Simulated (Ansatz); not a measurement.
Be₈. Total charge 0; triplet. Geometry r2SCAN/def2-SVP, that of the charge +1 doublet; atoms count from 1.

```xyz
8

Be    0.275   -0.193   -1.445
Be    1.734   -1.026    0.157
Be   -0.325   -1.368    0.476
Be   -0.778    1.542   -1.049
Be    0.820   -0.299    1.825
Be   -1.069    0.615    0.826
Be    1.130    0.952    0.133
Be   -1.786   -0.223   -0.922
```

The structure comes from a short search, and lower isomers may exist.

(1) Estimate the Mulliken populations from the PBE0/def2-TZVP orbitals of Ansatz.

(2) Where does the spin sit?

(3) And the Mayer bond orders between heavy atoms (over 0.3)?

## Answers

(1) 
| atom | charge (e) | spin (α − β) |
| --- | --- | --- |
| Be1 | 0.10 | 0.38 |
| Be2 | -0.10 | 0.12 |
| Be3 | 0.10 | 0.38 |
| Be4 | -0.10 | 0.11 |
| Be5 | -0.10 | 0.12 |
| Be6 | 0.10 | 0.38 |
| Be7 | 0.10 | 0.38 |
| Be8 | -0.10 | 0.12 |
Mulliken values depend strongly on the basis.

(2) Summed by element: Be 2.00, of 2 unpaired in all. Largest on single atoms: Be6 0.38, Be3 0.38, Be1 0.38.

(3) Be1–Be2 0.46 (2.32 Å); Be1–Be3 0.37 (2.33 Å); Be1–Be4 0.60 (2.07 Å); Be1–Be7 0.45 (2.13 Å); Be1–Be8 0.61 (2.13 Å); Be2–Be3 0.61 (2.11 Å); Be2–Be5 0.76 (2.04 Å); Be2–Be7 0.60 (2.07 Å); Be3–Be5 0.60 (2.07 Å); Be3–Be6 0.44 (2.15 Å); Be3–Be8 0.45 (2.32 Å); Be4–Be6 0.61 (2.11 Å); Be4–Be7 0.46 (2.32 Å); Be4–Be8 0.76 (2.04 Å); Be5–Be6 0.46 (2.32 Å); Be5–Be7 0.61 (2.13 Å); Be6–Be7 0.37 (2.33 Å); Be6–Be8 0.60 (2.07 Å).
